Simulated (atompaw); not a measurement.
## Cutoff test, dysprosium (Dy), PAW (atompaw)

* Element: dysprosium
* Generator: atompaw 4.2.0.5
* Type: PAW
* Functional: LDA (PW92)
* Relativity: non-relativistic
* Frozen core: [Kr] 4d10
* Valence charge: 20
* Reference configuration: 4f9 5s2 5p6 5d1 6s2 6p0
* Partial waves: 5s (bound): rc 1.90 bohr; 6s (bound): rc 3.00 bohr; 5p (bound): rc 2.50 bohr; 6p (bound, empty): rc 2.10 bohr; 5d (bound): rc 3.00 bohr; 5d channel at 0.7 Ry: rc 3.00 bohr; 4f (bound): rc 1.25 bohr; 4f channel at 2 Ry: rc 1.25 bohr
* Local potential: bessel scheme, radius 2.05 bohr
* Core correction: smooth core density matched at 2.30 bohr
* Augmentation charge: sinc compensation charge, radius 2.80 bohr; PAW radius 3.00 bohr; waves and projectors: custom rrkj gramschmidtortho

The pseudo-atom Hamiltonian at the reference potential is diagonalised in spherical Bessel functions j_l(qr) that vanish at 20 bohr, with q² up to the cutoff. All-electron valence levels (Ry): 5s -3.3676, 6s -0.2938, 5p -2.0349, 6p -0.1108, 5d -0.2418, 4f -1.0383.

Question: How do the lowest levels (Ry) of each channel move with the cutoff, and are there ghosts?

Answer:

```
cutoff (Ry)     s #1     s #2     p #1     p #2     d #1    d #2     f #1  Σ f·Δε (mRy)
          8  -3.3109  -0.2937  -2.0043  -0.0982  -0.2371  0.0449   0.0963       10513.2
         15  -3.3667  -0.2938  -2.0346  -0.1078  -0.2416  0.0442   0.0963       10214.5
         21  -3.3674  -0.2938  -2.0348  -0.1101  -0.2418  0.0442   0.0963       10211.5
         30  -3.3676  -0.2938  -2.0349  -0.1107  -0.2418  0.0442  -0.0810        8615.5
         45  -3.3676  -0.2938  -2.0349  -0.1107  -0.2418  0.0442  -0.7995        2149.0
         60  -3.3676  -0.2938  -2.0349  -0.1107  -0.2418  0.0442  -0.9762         558.3
         80  -3.3676  -0.2938  -2.0349  -0.1107  -0.2418  0.0442  -1.0329          47.6
        100  -3.3676  -0.2938  -2.0349  -0.1107  -0.2418  0.0442  -1.0366          14.5
        140  -3.3676  -0.2938  -2.0349  -0.1107  -0.2418  0.0442  -1.0380           2.4
        200  -3.3676  -0.2938  -2.0349  -0.1107  -0.2418  0.0442  -1.0382           0.5
        260  -3.3676  -0.2938  -2.0349  -0.1107  -0.2418  0.0442  -1.0382           0.2
        400  -3.3676  -0.2938  -2.0349  -0.1107  -0.2418  0.0442  -1.0382           0.0
```

Result: no extra level below or beside the all-electron valence levels (s, p, d, f tested); 10 mRy is reached at 120 Ry and 1 mRy at 200 Ry.
